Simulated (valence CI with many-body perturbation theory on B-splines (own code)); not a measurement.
# Xe22+: calculated level list

Level of theory: relativistic CI+MBPT: four valence electrons over a frozen Dirac-Fock core [Ar] 3d10, radial functions for each j: 9 s, 9 p, 8 d, 6 f, 3 g, 1 h, with the one-electron correlation potential Σ1 (screened to all orders), the two-electron term Σ2, the three-electron term Σ3, Breit, model QED; selected single and double excitations, second order for the rest, scaled by the run's own slope (own B-spline code, finite nucleus).

No measured spectrum was set against this ion. As an estimate, levels hold to about 250 cm⁻¹ or 0.2 % of their energy and the worst to 1 %, as in measured heavy ions of charge 2 to 7; those with d or f electrons hold less well.

Levels 1 to 33 of 33, with energies above the lowest level, (4s^2 4p1/2^2) J=0. "Leading %" is the weight of the configuration and term that name the level; weights of strongly mixed levels are sums over their largest components and can fall short, so below about 35 % the name and the second component can differ from the true leading terms, or belong to a minority configuration. In the jj column 3d3/2^4 stands for four electrons in 3d with j = 3/2.

| No. | Configuration | Term | J | E (eV) | Leading % | Leading jj | g |
| --- | --- | --- | --- | --- | --- | --- | --- |
| 1 | 4s2 4p2 | 3P | 0 | 0.00 | 77 | 4s^2 4p1/2^2 (97 %) |  |
| 2 | 4s2 4p2 | 3P | 1 | 14.08 | 99 | 4s^2 4p1/2 4p3/2 (99 %) | 1.500 |
| 3 | 4s2 4p2 | 1D | 2 | 16.54 | 54 | 4s^2 4p1/2 4p3/2 (97 %) | 1.223 |
| 4 | 4s2 4p2 | 3P | 2 | 32.52 | 54 | 4s^2 4p3/2^2 (97 %) | 1.274 |
| 5 | 4s2 4p2 | 1S | 0 | 38.38 | 76 | 4s^2 4p3/2^2 (96 %) |  |
| 6 | 4s 4p3 | 5S° | 2 | 62.63 | 62 | 4s 4p1/2^2 4p3/2 (80 %) | 1.778 |
| 7 | 4s 4p3 | 3D° | 1 | 71.66 | 56 | 4s 4p1/2^2 4p3/2 (79 %) | 0.872 |
| 8 | 4s 4p3 | 3D° | 2 | 76.99 | 57 | 4s 4p1/2 4p3/2^2 (82 %) | 1.416 |
| 9 | 4s 4p3 | 3D° | 3 | 81.17 | 94 | 4s 4p1/2 4p3/2^2 (94 %) | 1.331 |
| 10 | 4s 4p3 | 3P° | 0 | 86.31 | 95 | 4s 4p1/2 4p3/2^2 (95 %) |  |
| 11 | 4s 4p3 | 3P° | 1 | 88.20 | 57 | 4s 4p1/2 4p3/2^2 (83 %) | 1.281 |
| 12 | 4s 4p3 | 1D° | 2 | 88.77 | 46 | 4s 4p1/2 4p3/2^2 (68 %) | 1.147 |
| 13 | 4s 4p3 | 3S° | 1 | 94.12 | 47 | 4s 4p1/2 4p3/2^2 (81 %) | 1.513 |
| 14 | 4s2 4p 4d | 3F° | 2 | 99.89 | 42 | 4s^2 4p1/2 4d3/2 (52 %) | 1.042 |
| 15 | 4s2 4p 4d | 3F° | 2 | 102.82 | 42 | 4s 4p3/2^3 (36 %) | 0.989 |
| 16 | 4s2 4p 4d | 3F° | 3 | 107.46 | 81 | 4s^2 4p1/2 4d5/2 (80 %) | 1.102 |
| 17 | 4s2 4p 4d | 3P° | 2 | 110.23 | 48 | 4s^2 4p1/2 4d5/2 (87 %) | 1.282 |
| 18 | 4s2 4p 4d | 3D° | 1 | 110.31 | 29 | 4s^2 4p1/2 4d3/2 (71 %) | 0.983 |
| 19 | 4s 4p3 | 1P° | 1 | 111.91 | 38 | 4s 4p3/2^3 (54 %) | 1.159 |
| 20 | 4s2 4p 4d | 3F° | 4 | 119.85 | 98 | 4s^2 4p3/2 4d5/2 (98 %) | 1.249 |
| 21 | 4s2 4p 4d | 1D° | 2 | 122.43 | 40 | 4s^2 4p3/2 4d3/2 (71 %) | 1.034 |
| 22 | 4s2 4p 4d | 3P° | 0 | 123.79 | 94 | 4s^2 4p3/2 4d3/2 (94 %) |  |
| 23 | 4s2 4p 4d | 3D° | 3 | 124.62 | 62 | 4s^2 4p3/2 4d3/2 (57 %) | 1.235 |
| 24 | 4s2 4p 4d | 3P° | 1 | 125.08 | 65 | 4s^2 4p3/2 4d3/2 (80 %) | 1.218 |
| 25 | 4s2 4p 4d | 3P° | 2 | 127.17 | 44 | 4s^2 4p3/2 4d5/2 (70 %) | 1.303 |
| 26 | 4s2 4p 4d | 1F° | 3 | 132.86 | 74 | 4s^2 4p3/2 4d5/2 (68 %) | 1.077 |
| 27 | 4s2 4p 4d | 1P° | 1 | 134.98 | 76 | 4s^2 4p3/2 4d5/2 (82 %) | 0.966 |
| 28 | 4p4 | 3P | 2 | 139.66 | 57 | 4p1/2^2 4p3/2^2 (79 %) | 1.351 |
| 29 | 4p4 | 3P | 0 | 146.27 | 44 | 4p1/2^2 4p3/2^2 (82 %) |  |
| 30 | 4s 4p2 4d | 5F | 1 | 147.81 | 68 | 4s 4p1/2^2 4d3/2 (79 %) | 0.281 |
| 31 | 4s 4p2 4d | 5F | 2 | 149.64 | 54 | 4s 4p1/2^2 4d3/2 (55 %) | 1.156 |
| 32 | 4s 4p2 4d | 5F | 3 | 153.40 | 41 | 4s 4p1/2^2 4d5/2 (67 %) | 1.367 |
| 33 | 4p4 | 3P | 1 | 154.72 | 69 | 4p1/2 4p3/2^3 (69 %) | 1.431 |

The ionisation energy to 4s2 4p 2P°_1/2 of the next ion comes out as 701.38 eV (NIST: 700 ± 4 eV (theoretical)). All 33 levels together are meant to be complete up to 155.63 eV.
